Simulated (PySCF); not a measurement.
C2H5O (SMILES [CH2]CO), doublet, geometry from GFN2-xTB. Base run: TPSS/6-31G** in PySCF.

PySCF was given this input:
```python
from pyscf import gto, scf, dft

mol = gto.Mole()
mol.atom = '''
    C     1.23502532    0.24455616    0.01838295
    C    -0.02845231   -0.48036327    0.20825019
    O    -1.17010918    0.18511102   -0.27092783
    H     1.25698436    1.18291950   -0.49910586
    H     2.15143949   -0.18706696    0.36554836
    H    -0.01490920   -1.44991849   -0.31657984
    H    -0.16026187   -0.72702926    1.28348887
    H    -1.11181731    1.11504965   -0.02572778
'''
mol.basis = '6-31g**'
mol.spin = 1
mol.verbose = 4
mol.build()

mf = dft.UKS(mol)
mf.xc = 'tpss'
mf.kernel()
```

Each row names what was changed in the base input (with any setting that the change needs).

| change | ΔE vs base (µEh) | grid points | electrons on the grid |
|---|---|---|---|
| base | 0.0 | 91360 | 25.00001 |
| grids.atom_grid = (75, 302) | -0.1 | 116512 | 25.00001 |
| grids.prune = dft.gen_grid.sg1_prune | 26.2 | 40616 | 25.00004 |
| grids.becke_scheme = stratmann | 0.3 | 91360 | 25.00000 |
| grids.level = 7 | 0.5 | 510560 | 25.00000 |
| grids.atom_grid = (150, 974) | 0.4 | 649560 | 25.00000 |
| grids.prune = dft.gen_grid.treutler_prune | 2.5 | 78400 | 25.00000 |
| grids.prune = off | 0.1 | 143456 | 25.00001 |
| grids.level = 5 | 0.5 | 246640 | 25.00000 |
| grids.level = 1 | 59.6 | 27904 | 25.00007 |
| small_rho_cutoff = 0 | 0.0 | 91360 | 25.00001 |

Open shells are given as the SCF converged; they aren't shown to be the lowest states, and a large step between rows can be another state.
